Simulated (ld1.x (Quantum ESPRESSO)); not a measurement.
## LDA (PZ) RRKJ dataset for Zr (Z = 40), scalar-relativistic all-electron reference.

The input file (ld1.x (Quantum ESPRESSO) 7.5):

```
&input
   title='Zr', zed=40., rel=1, dft='PZ', iswitch=3,
   config='[Kr] 4d2 5s2 5p0',
   nld=3, rlderiv=2.25, eminld=-6.0, emaxld=5.0, deld=0.02
 /
 &inputp
   pseudotype=2, tm=.false., rho0=0.02, lloc=-1, rcloc=1.85,
   nlcc=.true., new_core_ps=.true., rcore=1.45,
   file_pseudopw='Zr.UPF', file_wfcaegen='ae.wfc', file_wfcncgen='nc.wfc', file_beta='beta', file_chi='chi'
 /
3
4S  1  0   2.00   0.00  2.05  2.05  0.0
4P  2  1   6.00   0.00  1.40  1.40  0.0
4D  3  2   2.00   0.00  2.05  2.05  0.0
 &test
   configts(1)='4s2 4p6 4d2 5s2 5p0'
 /
```

Command:

```bash
ld1.x < Zr.in > Zr.out
```

Resulting log (shortened: banner, matrices, multipoles, cross overlaps and the repeated all-electron block are left out):

```
Program LD1 v.7.5
     --------------------------- All-electron run ----------------------------

     Zr
     scalar relativistic calculation

     atomic number is 40.00
     dft =PZ   lsd =0 sic =0 latt =0  beta=0.20 tr2=1.0E-14
     Exchange-correlation= PZ
                           (   1   1   0   0   0   0   0)
     mesh =1225 r(mesh) = 100.59681 a.u. xmin = -7.00 dx = 0.01250
     1 Ry =  13.60569312 eV, c = 137.03599908

     n l     nl                  e(Ry)          e(Ha)          e(eV)
     1 0     1S 1( 2.00)     -1308.2121      -654.1060    -17799.1317
     2 0     2S 1( 2.00)      -181.3068       -90.6534     -2466.8044
     2 1     2P 1( 6.00)      -161.8116       -80.9058     -2201.5592
     3 0     3S 1( 2.00)       -29.6668       -14.8334      -403.6376
     3 1     3P 1( 6.00)       -23.3167       -11.6583      -317.2397
     4 0     4S 1( 2.00)        -4.0066        -2.0033       -54.5120
     4 1     4P 1( 6.00)        -2.3887        -1.1944       -32.5004
     3 2     3D 1(10.00)       -12.8583        -6.4292      -174.9463
     4 2     4D 1( 2.00)        -0.2746        -0.1373        -3.7368
     5 0     5S 1( 2.00)        -0.3378        -0.1689        -4.5954
     5 1     5P 1( 0.00)        -0.1140        -0.0570        -1.5504

     final scf error:  5.0E-15 reached in  39 iterations

     Etot =   -7189.192687 Ry,   -3594.596343 Ha,  -97813.949498 eV

     Ekin =    7389.840295 Ry,    3694.920147 Ha,  100543.899282 eV
     Encl =  -17318.655363 Ry,   -8659.327681 Ha, -235632.310165 eV
     Eh   =    2959.438073 Ry,    1479.719037 Ha,   40265.206243 eV
     Exc  =    -219.815693 Ry,    -109.907846 Ha,   -2990.744857 eV

     normalization and overlap integrals

     s(1S/1S) =  1.000000  <r> =   0.0371  <r2> =    0.0019  r(max) =   0.0241
     s(2S/2S) =  1.000000  <r> =   0.1628  <r2> =    0.0312  r(max) =   0.1368
     s(2P/2P) =  1.000000  <r> =   0.1418  <r2> =    0.0246  r(max) =   0.1093
     s(3S/3S) =  1.000000  <r> =   0.4594  <r2> =    0.2420  r(max) =   0.4111
     s(3P/3P) =  1.000000  <r> =   0.4628  <r2> =    0.2497  r(max) =   0.4010
     s(4S/4S) =  1.000000  <r> =   1.2117  <r2> =    1.6673  r(max) =   1.0764
     s(4P/4P) =  1.000000  <r> =   1.3690  <r2> =    2.1551  r(max) =   1.1748
     s(3D/3D) =  1.000000  <r> =   0.4528  <r2> =    0.2481  r(max) =   0.3451
     s(4D/4D) =  1.000000  <r> =   2.2967  <r2> =    6.6053  r(max) =   1.6058
     s(5S/5S) =  1.000000  <r> =   3.6937  <r2> =   15.5874  r(max) =   3.1147
     s(5P/5P) =  1.000000  <r> =   5.0663  <r2> =   29.7732  r(max) =   4.1521

     ------------------------ End of All-electron run ------------------------

     --------------------- Generating NC pseudopotential ---------------------

      Generating local potential from pseudized AE potential:
      Matching radius rcloc =   1.8500

      Local pseudo, rcloc= 1.842 Estimated cut-off energy=     7.31 Ry

      Computing core charge for nlcc:

       r > 1.45 : true rho core
      Core charge pseudized with two Bessel functions
      Integrated core pseudo-charge :   3.25

      Wfc   4S  rcut= 2.036  Estimated cut-off energy=       13.34 Ry
      Using 4 Bessel functions for this wfc, rho(0) = 0.020
      This function has    0 nodes for 0 < r <    2.036

      Wfc   4P  rcut= 1.400  Estimated cut-off energy=       90.23 Ry
      This function has    0 nodes for 0 < r <    1.400

      Wfc   4D  rcut= 2.036  Estimated cut-off energy=       55.89 Ry
      This function has    0 nodes for 0 < r <    2.036

     ------------------- End of pseudopotential generation -------------------

     Computing logarithmic derivative in   2.23645
     Computing logarithmic derivative in   2.23645
     Computing the partial wave expansion
     R is outside the sphere for l=    0 j= 0.00
     R is outside the sphere for l=    1 j= 0.00
     R is outside the sphere for l=    2 j= 0.00

     ---------------------- Testing the pseudopotential ----------------------

     Zr
     scalar relativistic calculation

     atomic number is 40.00   valence charge is 12.00
     dft =PZ   lsd =0 sic =0 latt =0  beta=0.20 tr2=1.0E-14
     mesh =1225 r(mesh) = 100.59681 xmin = -7.00 dx = 0.01250

     n l     nl             e AE (Ry)        e PS (Ry)    De AE-PS (Ry)
     1 0     4S   1( 2.00)       -4.00656       -4.00656       -0.00000
     2 1     4P   1( 6.00)       -2.38873       -2.38874        0.00000
     3 2     4D   1( 2.00)       -0.27465       -0.27465        0.00000
     2 0     5S   1( 2.00)       -0.33776       -0.32864       -0.00911  !
     3 1     5P   1( 0.00)       -0.11395       -0.11228       -0.00167

     eps = 5.6E-15  iter = 15

     Etot =   -7189.192687 Ry,   -3594.596343 Ha,  -97813.949498 eV
     Etotps =   -95.808135 Ry,     -47.904067 Ha,   -1303.536079 eV

     Ekin =      28.658229 Ry,      14.329114 Ha,     389.915068 eV
     Encl =    -184.808928 Ry,     -92.404464 Ha,   -2514.453567 eV
     Ehrt =      73.199249 Ry,      36.599625 Ha,     995.926521 eV
     Ecxc =     -14.332617 Ry,      -7.166308 Ha,    -195.005185 eV
     (Ecc =      -1.911857 Ry,      -0.955929 Ha,     -26.012140 eV)
     Epseu=       1.475932 Ry,       0.737966 Ha,      20.081084 eV

     ---------------------- End of pseudopotential test ----------------------
```

ld1.x takes every shell without a wave as core, so the model core holds the 5s electrons as well and exchange and correlation see them twice. This cancels in the reference configuration, but the file is broken for other ones, and its errors say nothing about a proper core correction.

Generation and configuration tests took about 1.9 s on one core of a shared server CPU.

Transferability test of the new file with ld1.x, input:

```
&input
   title='Zr', zed=40., rel=1, dft='PZ', iswitch=2,
   config='[Kr] 4d2 5s2 5p0'
 /
 &test
   file_pseudo='Zr.UPF', nconf=10,
   configts(1)='4s2 4p6 4d2 5s2 5p0',
   configts(2)='4s2 4p6 4d2 5s1 5p0',
   configts(3)='4s2 4p6 4d2 5s0 5p0',
   configts(4)='4s2 4p6 4d1 5s0 5p0',
   configts(5)='4s2 4p6 4d2 5s0 5p1',
   configts(6)='4s2 4p6 4d2 5s1 5p1',
   configts(7)='4s2 4p6 4d2.5 5s1.5 5p0',
   configts(8)='4s2 4p6 4d1 5s2 5p1',
   configts(9)='4s2 4p6 4d2 5s2 5p0', lsdts(9)=1,
   configts(10)='4s2 4p6 4d2 5s1 5p0', lsdts(10)=1
 /
```

```bash
ld1.x < Zr.test.in > Zr.test.out
```

Pseudopotential blocks of its output, shortened (energy terms left out; the distinct warnings before each block abridged to one line each):

```
     ---------------------- Testing the pseudopotential ----------------------

     n l     nl             e AE (Ry)        e PS (Ry)    De AE-PS (Ry)
     1 0     4S   1( 2.00)       -4.00656       -4.00656       -0.00000
     2 1     4P   1( 6.00)       -2.38873       -2.38874        0.00000
     3 2     4D   1( 2.00)       -0.27465       -0.27465        0.00000
     2 0     5S   1( 2.00)       -0.33776       -0.32864       -0.00911  !
     3 1     5P   1( 0.00)       -0.11395       -0.11228       -0.00167

     eps = 3.1E-15  iter = 17

     Etot =   -7189.192687 Ry,   -3594.596343 Ha,  -97813.949498 eV
     Etotps =   -95.808132 Ry,     -47.904066 Ha,   -1303.536048 eV

     ---------------------- End of pseudopotential test ----------------------

          ---------------------- Testing the pseudopotential ----------------------

     n l     nl             e AE (Ry)        e PS (Ry)    De AE-PS (Ry)
     1 0     4S   1( 2.00)       -4.50318       -4.50620        0.00303
     2 1     4P   1( 6.00)       -2.88496       -2.88770        0.00274
     3 2     4D   1( 2.00)       -0.74879       -0.75457        0.00578  !
     2 0     5S   1( 1.00)       -0.75141       -0.75466        0.00325
     3 1     5P   1( 0.00)       -0.47326       -0.48933        0.01607  !

     eps = 8.6E-15  iter = 16

     Etot =   -7188.652329 Ry,   -3594.326165 Ha,  -97806.597558 eV
     Etotps =   -95.271280 Ry,     -47.635640 Ha,   -1296.231802 eV
     dEtot_ae =       0.540358 Ry
     dEtot_ps =       0.536852 Ry,   Delta E=       0.003505 Ry

     ---------------------- End of pseudopotential test ----------------------

          Warning: n=3, l=1 expected 1 nodes, found 2
     ---------------------- Testing the pseudopotential ----------------------

     n l     nl             e AE (Ry)        e PS (Ry)    De AE-PS (Ry)
     1 0     4S   1( 2.00)       -5.07909       -5.08389        0.00480
     2 1     4P   1( 6.00)       -3.45843       -3.46281        0.00438
     3 2     4D   1( 2.00)       -1.28719       -1.30153        0.01434  !
     2 0     5S   1( 0.00)       -1.19612       -1.22887        0.03275  !
     3 1     5P   1( 0.00)       -0.86332       -0.86332        0.00000

     eps = 2.3E-15  iter = 12

     Etot =   -7187.679100 Ry,   -3593.839550 Ha,  -97793.356098 eV
     Etotps =   -94.282830 Ry,     -47.141415 Ha,   -1282.783245 eV
     dEtot_ae =       1.513587 Ry
     dEtot_ps =       1.525303 Ry,   Delta E=      -0.011716 Ry

     ---------------------- End of pseudopotential test ----------------------

          ---------------------- Testing the pseudopotential ----------------------

     n l     nl             e AE (Ry)        e PS (Ry)    De AE-PS (Ry)
     1 0     4S   1( 2.00)       -6.00028       -5.99691       -0.00337
     2 1     4P   1( 6.00)       -4.35773       -4.35561       -0.00212
     3 2     4D   1( 1.00)       -2.08574       -2.09789        0.01215  !
     2 0     5S   1( 0.00)       -1.79193       -1.83891        0.04699  !
     3 1     5P   1( 0.00)       -1.38910       -1.38910        0.00000

     eps = 5.0E-17  iter = 12

     Etot =   -7186.001826 Ry,   -3593.000913 Ha,  -97770.535626 eV
     Etotps =   -92.592134 Ry,     -46.296067 Ha,   -1259.780166 eV
     dEtot_ae =       3.190861 Ry
     dEtot_ps =       3.215998 Ry,   Delta E=      -0.025137 Ry

     ---------------------- End of pseudopotential test ----------------------

          ---------------------- Testing the pseudopotential ----------------------

     n l     nl             e AE (Ry)        e PS (Ry)    De AE-PS (Ry)
     1 0     4S   1( 2.00)       -4.58846       -4.58264       -0.00582  !
     2 1     4P   1( 6.00)       -2.96901       -2.96318       -0.00583  !
     3 2     4D   1( 2.00)       -0.82003       -0.81964       -0.00039
     2 0     5S   1( 0.00)       -0.80035       -0.79828       -0.00207
     3 1     5P   1( 1.00)       -0.51742       -0.52464        0.00722  !

     eps = 5.7E-15  iter = 23

     Etot =   -7188.372146 Ry,   -3594.186073 Ha,  -97802.785476 eV
     Etotps =   -95.001812 Ry,     -47.500906 Ha,   -1292.565496 eV
     dEtot_ae =       0.820540 Ry
     dEtot_ps =       0.806321 Ry,   Delta E=       0.014220 Ry

     ---------------------- End of pseudopotential test ----------------------

          ---------------------- Testing the pseudopotential ----------------------

     n l     nl             e AE (Ry)        e PS (Ry)    De AE-PS (Ry)
     1 0     4S   1( 2.00)       -4.09774       -4.09081       -0.00694  !
     2 1     4P   1( 6.00)       -2.47932       -2.47248       -0.00684  !
     3 2     4D   1( 2.00)       -0.35291       -0.34826       -0.00464
     2 0     5S   1( 1.00)       -0.39239       -0.38012       -0.01227  !
     3 1     5P   1( 1.00)       -0.15736       -0.15100       -0.00635  !

     eps = 6.8E-15  iter = 24

     Etot =   -7188.963567 Ry,   -3594.481784 Ha,  -97810.832169 eV
     Etotps =   -95.585464 Ry,     -47.792732 Ha,   -1300.506490 eV
     dEtot_ae =       0.229119 Ry
     dEtot_ps =       0.222668 Ry,   Delta E=       0.006451 Ry

     ---------------------- End of pseudopotential test ----------------------

          ---------------------- Testing the pseudopotential ----------------------

     n l     nl             e AE (Ry)        e PS (Ry)    De AE-PS (Ry)
     1 0     4S   1( 2.00)       -3.92558       -3.92412       -0.00146
     2 1     4P   1( 6.00)       -2.31252       -2.31080       -0.00172
     3 2     4D   1( 2.50)       -0.22456       -0.22388       -0.00068
     2 0     5S   1( 1.50)       -0.31554       -0.30825       -0.00729  !
     3 1     5P   1( 0.00)       -0.10274       -0.10220       -0.00054

     eps = 3.7E-15  iter = 20

     Etot =   -7189.154008 Ry,   -3594.577004 Ha,  -97813.423252 eV
     Etotps =   -95.773289 Ry,     -47.886645 Ha,   -1303.061985 eV
     dEtot_ae =       0.038678 Ry
     dEtot_ps =       0.034843 Ry,   Delta E=       0.003835 Ry

     ---------------------- End of pseudopotential test ----------------------

          BEWARE! Errors in PS-KS equations
     Warning: n=1, l=0 expected 0 nodes, found 1
     Warning: n=3, l=2 expected 0 nodes, found 1
     ---------------------- Testing the pseudopotential ----------------------

     n l     nl             e AE (Ry)        e PS (Ry)    De AE-PS (Ry)
     1 0     4S   1( 2.00)       -4.29301       -4.73401        0.44099  !
     2 1     4P   1( 6.00)       -2.66181       -3.10253        0.44072  !
     3 2     4D   1( 1.00)       -0.47679       -0.90727        0.43048  !
     2 0     5S   1( 2.00)       -0.44224       -0.82170        0.37946  !
     3 1     5P   1( 1.00)       -0.18198       -0.17014       -0.01183  !

     eps = 6.1E-15  iter = 27

     Etot =   -7188.967407 Ry,   -3594.483703 Ha,  -97810.884408 eV
     Etotps =   -95.400268 Ry,     -47.700134 Ha,   -1297.986777 eV
     dEtot_ae =       0.225280 Ry
     dEtot_ps =       0.407864 Ry,   Delta E=      -0.182584 Ry

     ---------------------- End of pseudopotential test ----------------------

          ---------------------- Testing the pseudopotential ----------------------

     n l     nl             e AE (Ry)        e PS (Ry)    De AE-PS (Ry)
     1 0     4S   1( 1.00)       -4.02785       -4.02827        0.00042
     2 1     4P   1( 3.00)       -2.41402       -2.41399       -0.00003
     3 2     4D   1( 2.00)       -0.30288       -0.30060       -0.00227
     2 0     5S   1( 1.00)       -0.35469       -0.34197       -0.01273  !
     3 1     5P   1( 0.00)       -0.12235       -0.11874       -0.00361
     1 0     4S   2( 1.00)       -3.96602       -3.96229       -0.00373
     2 1     4P   2( 3.00)       -2.34443       -2.34152       -0.00291
     3 2     4D   2( 0.00)       -0.23161       -0.23318        0.00157
     2 0     5S   2( 1.00)       -0.31355       -0.30910       -0.00445
     3 1     5P   2( 0.00)       -0.10256       -0.10315        0.00059

     eps = 6.1E-15  iter = 18

     Etot =   -7189.228197 Ry,   -3594.614098 Ha,  -97814.432634 eV
     Etotps =   -95.841876 Ry,     -47.920938 Ha,   -1303.995151 eV
     dEtot_ae =      -0.035510 Ry
     dEtot_ps =      -0.033743 Ry,   Delta E=      -0.001766 Ry

     ---------------------- End of pseudopotential test ----------------------

          ---------------------- Testing the pseudopotential ----------------------

     n l     nl             e AE (Ry)        e PS (Ry)    De AE-PS (Ry)
     1 0     4S   1( 1.00)       -4.52808       -4.53106        0.00298
     2 1     4P   1( 3.00)       -2.91464       -2.91661        0.00197
     3 2     4D   1( 2.00)       -0.78883       -0.78942        0.00059
     2 0     5S   1( 1.00)       -0.78878       -0.78229       -0.00649  !
     3 1     5P   1( 0.00)       -0.50034       -0.50862        0.00828  !
     1 0     4S   2( 1.00)       -4.45645       -4.45535       -0.00110
     2 1     4P   2( 3.00)       -2.83203       -2.83251        0.00048
     3 2     4D   2( 0.00)       -0.67554       -0.69465        0.01911  !
     2 0     5S   2( 0.00)       -0.66835       -0.70922        0.04087  !
     3 1     5P   2( 0.00)       -0.40553       -0.45780        0.05227  !

     eps = 6.7E-15  iter = 20

     Etot =   -7188.731780 Ry,   -3594.365890 Ha,  -97807.678546 eV
     Etotps =   -95.336208 Ry,     -47.668104 Ha,   -1297.115183 eV
     dEtot_ae =       0.460906 Ry
     dEtot_ps =       0.471925 Ry,   Delta E=      -0.011018 Ry

     ---------------------- End of pseudopotential test ----------------------
```
